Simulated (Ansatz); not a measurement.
The same group exchange along the group B, Ga, In.

Program: Ansatz. Geometries: PBE0-D4/def2-TZVP. ΔE: electronic, gas phase. CBS: MP2 limit from def2 TZ/QZ plus the TZ coupled-cluster correction, frozen cores. Double bonds are as drawn, so ΔE can hold a change between cis and trans. def2 core potentials past Kr. For Ga, In outer-core shells are correlated without core-valence functions, which leaves a few kJ/mol of doubt a bond. Scalar relativity is left out up to krypton. Each species was taken in one conformer, which may not be the lowest.

(1) Order these by ΔE at CCSD(T)/CBS, lowest first. (Best estimate.)
A. `CBCl` + `C/C(Cl)=C/CO` → `CBCO` + `C/C(Cl)=C\Cl`
B. `[CH3][InH][Cl]` + `C/C(Cl)=C/CO` → `[CH3][InH][CH2]O` + `C/C(Cl)=C\Cl`
C. `[CH3][GaH][Cl]` + `C/C(Cl)=C/CO` → `[CH3][GaH][CH2]O` + `C/C(Cl)=C\Cl`

Largest T1 diagnostic: 0.012, for `[CH3][InH][CH2]O`.

Results:

(1) A (+1.47 eV), C (+2.14 eV), B (+2.30 eV).
